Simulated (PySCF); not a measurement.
O2Ti, charge -1, doublet, geometry from GFN2-xTB (such geometries of metal compounds can be far from the true shape) (the multiplicity is a formal guess).

PySCF was given this input:
```python
from pyscf import gto, scf

mol = gto.M(
    atom='''
Ti    0.176710    0.033818    0.212527
O     0.894890    0.153120   -1.270093
O    -1.380843   -0.246119    0.685644
''',
    basis='def2-sv(p)',
    charge=-1,
    spin=1,
    verbose=4,
)

mf = scf.UHF(mol)
mf.kernel()
```

Task: What does this run give for the number of basis functions, Mulliken (on the basis functions themselves) charges in atom order, <S^2>?

Result: 
```json
{
  "number_of_basis_functions": "52",
  "Mulliken (on the basis functions themselves) charges in atom order": "Ti1 0.83, O2 -0.91, O3 -0.91",
  "<S^2>": "0.776"
}
```

These values belong to the state on which the SCF converged, which isn't shown to be the lowest.
